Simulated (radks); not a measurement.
Hf3+, 69 electrons, occupied as [Xe] 4f14 5d1. All-electron calculation, Dirac Kohn-Sham, LDA (Slater exchange, Perdew-Wang correlation), spin-unpolarised, spherical densities, finite nucleus; open shells fill j = l - 1/2 first; Fermi nuclear charge, rms radius 5.347 fm. Program: a radial shooting solver on a logarithmic mesh with Libxc functionals.

Spin-orbit splittings of the eigenvalues, e(l+1/2) - e(l-1/2), with zeta = 2 splitting/(2l+1) and mean radii in bohr:

shell  occ.  splitting (eV)  zeta (eV)  <r> j=l-1/2  <r> j=l+1/2
2p        6            1190      793.7      0.06614      0.07387
3p        6           255.0      170.0       0.1982       0.2126
3d       10           55.68      22.27       0.1864       0.1908
4p        6           58.58      39.06       0.4747       0.5079
4d       10           10.73      4.292       0.5288       0.5404
4f       14           1.752     0.5007       0.6671       0.6792
5p        6           8.029      5.353        1.253        1.355
5d        1          0.7037     0.2815        1.906        1.951
6p        0           1.288     0.8587        3.182        3.372
